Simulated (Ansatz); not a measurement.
Reaction (formal hydrolysis of the In–S bond): `[OH][InH][SH]` + H₂O → `[OH][InH][OH]` + H₂S

Calculated with Ansatz (gas phase, PBE0-D4/def2-TZVP geometries, no zero-point term in ΔE). CCSD(T)/CBS is the MP2 limit (def2-TZVPP, def2-QZVPP) plus CCSD(T) − MP2 in def2-TZVPP, frozen cores. This one scheme is used for every species. DFT in def2-TZVPP. B3LYP here is the variant with VWN-RPA as its local correlation; programs differ in this. def2 core potentials past Kr. For In outer-core shells are correlated without core-valence functions, which leaves a few kJ/mol of doubt a bond. One conformer a species, not always the lowest.

`[OH][InH][SH]`:

Z-matrix (Å, degrees):
```
In
S 1 2.367
O 1 1.985 2 108.2
H 1 1.703 2 128.4 3 -180.0
H 2 1.345 1 91.6 3 0.0
H 3 0.960 1 113.9 2 -179.9
```

H₂O:

Cartesian coordinates in Å:
```
O -0.283 -0.261 0.057
H -0.338 0.562 -0.433
H 0.621 -0.301 0.376
```

`[OH][InH][OH]`:

Cartesian coordinates in Å:
```
O 0.601 -1.403 -0.164
In 0.188 0.538 -0.221
O -1.454 0.796 0.844
H 1.388 -1.658 -0.650
H 1.043 1.766 -1.011
H -1.766 -0.039 1.202
```

H₂S:

Z-matrix (Å, degrees):
```
S
H 1 1.341
H 1 1.341 2 92.3
```

```json
{"level": "PBE-D4", "ΔE (kcal/mol)": "14.7", "difference from CCSD(T)/CBS": "0.0"}
{"level": "r2SCAN-D4", "ΔE (kcal/mol)": "14.6", "difference from CCSD(T)/CBS": "-0.1"}
{"level": "PBE0-D4", "ΔE (kcal/mol)": "16.4", "difference from CCSD(T)/CBS": "1.7"}
{"level": "B3LYP-D4", "ΔE (kcal/mol)": "14.3", "difference from CCSD(T)/CBS": "-0.4"}
{"level": "ωB97X-V", "ΔE (kcal/mol)": "13.7", "difference from CCSD(T)/CBS": "-1.0"}
{"level": "ωB97M-V", "ΔE (kcal/mol)": "14.6", "difference from CCSD(T)/CBS": "-0.1"}
{"level": "B2PLYP", "ΔE (kcal/mol)": "13.6", "difference from CCSD(T)/CBS": "-1.1"}
{"level": "PBE", "ΔE (kcal/mol)": "14.3", "difference from CCSD(T)/CBS": "-0.4"}
{"level": "r2SCAN", "ΔE (kcal/mol)": "14.5", "difference from CCSD(T)/CBS": "-0.2"}
{"level": "PBE0", "ΔE (kcal/mol)": "16.0", "difference from CCSD(T)/CBS": "1.3"}
{"level": "B3LYP", "ΔE (kcal/mol)": "13.5", "difference from CCSD(T)/CBS": "-1.2"}
{"level": "HF/def2-TZVPP", "ΔE (kcal/mol)": "15.3", "difference from CCSD(T)/CBS": "0.6"}
{"level": "MP2/def2-TZVPP", "ΔE (kcal/mol)": "15.1", "difference from CCSD(T)/CBS": "0.4"}
{"level": "SCS-MP2/def2-TZVPP", "ΔE (kcal/mol)": "13.8", "difference from CCSD(T)/CBS": "-0.9"}
{"level": "CCSD/def2-TZVPP", "ΔE (kcal/mol)": "14.4", "difference from CCSD(T)/CBS": "-0.3"}
{"level": "CCSD(T)/def2-TZVPP", "ΔE (kcal/mol)": "14.3", "difference from CCSD(T)/CBS": "-0.4"}
{"level": "HF/def2-QZVPP", "ΔE (kcal/mol)": "15.0", "difference from CCSD(T)/CBS": "0.3"}
{"level": "MP2/def2-QZVPP", "ΔE (kcal/mol)": "15.2", "difference from CCSD(T)/CBS": "0.5"}
{"level": "SCS-MP2/def2-QZVPP", "ΔE (kcal/mol)": "13.9", "difference from CCSD(T)/CBS": "-0.8"}
{"level": "CCSD/def2-QZVPP", "ΔE (kcal/mol)": "14.2", "difference from CCSD(T)/CBS": "-0.5"}
{"level": "CCSD(T)/def2-QZVPP", "ΔE (kcal/mol)": "14.2", "difference from CCSD(T)/CBS": "-0.5"}
{"level": "HF/CBS(def2)", "ΔE (kcal/mol)": "14.9", "difference from CCSD(T)/CBS": "0.2"}
{"level": "MP2/CBS(def2)", "ΔE (kcal/mol)": "15.4", "difference from CCSD(T)/CBS": "0.7"}
{"level": "CCSD/CBS(def2)", "ΔE (kcal/mol)": "14.7", "difference from CCSD(T)/CBS": "0.0"}
{"level": "CCSD(T)/CBS", "ΔE (kcal/mol)": "14.7", "difference from CCSD(T)/CBS": "0"}
```

Largest T1 diagnostic among the species: 0.017.

The D4 term adds +0.7 kcal/mol with B3LYP and +0.4 kcal/mol with PBE0; it sums over pairs of atoms, weighted by their polarisabilities, and B3LYP, whose exchange is more repulsive, gets the larger term. From PBE to PBE0 (25 % exact exchange), in def2-TZVPP and without D4, ΔE moves by +1.6 kcal/mol.
